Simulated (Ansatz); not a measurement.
(AgSH)2 ring (Ag₂H₂S₂). The state is a triplet with charge 0. Geometry PBE-D4/def2-SVP, that of the neutral singlet; atoms count from 1.

```xyz
6

Ag    0.778   -0.919    0.667
S    -1.755   -1.149    0.468
Ag   -0.781    0.921   -0.662
S     1.754    1.147   -0.469
H    -1.724   -1.930   -0.651
H     1.728    1.932    0.647
```

In the def2 sets Ag takes a core potential; there is no spin–orbit coupling. At PBE0-D4/def2-TZVP a singlet of charge 0 lies 2.82 eV below the triplet at the same geometry.

**Question.** Estimate the Mulliken populations from the PBE0/def2-TZVP orbitals of Ansatz.

**Answer.** 
```
atom  charge (e)  spin (α − β)  d electrons
 Ag1        0.08          0.56         9.80
  S2       -0.27          0.44            –
 Ag3        0.08          0.57         9.80
  S4       -0.27          0.44            –
  H5        0.19         -0.01            –
  H6        0.19         -0.01            –
```
Mulliken values and Mayer orders depend strongly on the basis.

**Question.** Where does the spin sit?

**Answer.** Summed by element: Ag 1.13, S 0.88, H -0.01, of 2 unpaired in all. Largest on single atoms: Ag3 0.57, Ag1 0.56, S4 0.44.

**Question.** And the Mayer bond orders between bonded heavy atoms (over 0.3)?

**Answer.** Ag1–S2 0.53 (2.55 Å); Ag1–Ag3 0.49 (2.75 Å); Ag1–S4 0.53 (2.55 Å); S2–Ag3 0.53 (2.55 Å); Ag3–S4 0.53 (2.55 Å).
